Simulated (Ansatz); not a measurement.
A nudged elastic band was laid between two geometries of BClH3N + H2O (9 atoms, charge 0, multiplicity 1).

Computed with Ansatz 0.2.0, RKS CAM-B3LYP-D4/6-31G*.

```json
{
 "movable images": "7",
 "climbing image": "yes",
 "spring": "5.0 eV/Å²",
 "optimiser": "quadratic models (default)",
 "start path": "through a guess of the saddle point",
 "force threshold": "0.05 eV/Å",
 "iteration limit": "60",
 "end points": "relaxed"
}
```

First end point:

```xyz
9
Properties=species:S:1:pos:R:3
B -0.178 -0.363 -0.113
H -0.255 -0.913 0.937
Cl 1.446 0.120 -0.707
N -1.272 -0.177 -0.936
H -2.207 -0.412 -0.636
H -1.224 0.286 -1.832
O -0.067 1.976 1.528
H 0.613 2.161 0.864
H 0.403 1.453 2.193
```

Last end point:

```xyz
9
Properties=species:S:1:pos:R:3
B -0.058 0.610 -0.639
H -0.093 -0.019 3.336
Cl 1.484 0.151 -1.442
N -1.257 0.085 -1.118
H -1.311 -0.548 -1.899
H -2.140 0.320 -0.691
O -0.042 1.460 0.424
H 0.847 1.757 0.652
H -0.173 0.316 2.675
```

Question: What changes between the two ends?

Answer: Bonds broken: B1–H2, O7–H9. Bonds formed: B1–O7, H2–H9. BClH3N + H2O becomes BClH3NO + H2.

Question: What energy profile does the band end with?

Answer: The forces met the threshold. The highest image is number 3 of 0 to 8, 1.52 eV above the first end and 2.59 eV above the last; the last end lies 1.07 eV below the first. Neighbouring images differ by up to 1.9 eV, so the band resolves the path poorly. A vibrational analysis at the climbing image gives one clearly imaginary mode, 1569i cm⁻¹: a first-order saddle point. The orbitals stay closed-shell, which can raise the energy where a bond breaks towards radicals; this wasn't checked here.

```csv
image,path coordinate (Å),energy (eV),B1–H2 (Å),O7–H9 (Å),B1–O7 (Å)
0,0.00,0.00,1.19,0.97,2.86
1,1.23,0.28,1.20,0.97,1.86
2,2.46,0.59,1.20,0.97,1.68
3,3.69,1.52,1.40,1.22,1.56
4,4.39,-0.38,2.03,1.86,1.38
5,5.09,-0.98,2.68,2.43,1.36
6,5.79,-1.05,3.30,2.61,1.36
7,6.49,-1.06,3.70,2.56,1.36
8,7.19,-1.07,4.03,2.53,1.36
```

Question: What is the geometry of the highest image?

Answer: 
```xyz
9
Properties=species:S:1:pos:R:3
B -0.126 0.272 0.121
H -0.380 -0.248 1.391
Cl 1.489 -0.442 -0.328
N -1.171 0.172 -0.842
H -1.243 -0.669 -1.396
H -2.073 0.576 -0.634
O 0.001 1.699 0.747
H 0.927 1.995 0.708
H -0.165 0.777 1.532
```

The band took 31 iterations and of the order of 12 core-minutes.

Time of the run: 6.5 min on 2 threads of Arm Neoverse V1, with other jobs on the host, peak memory 0.2 GiB.
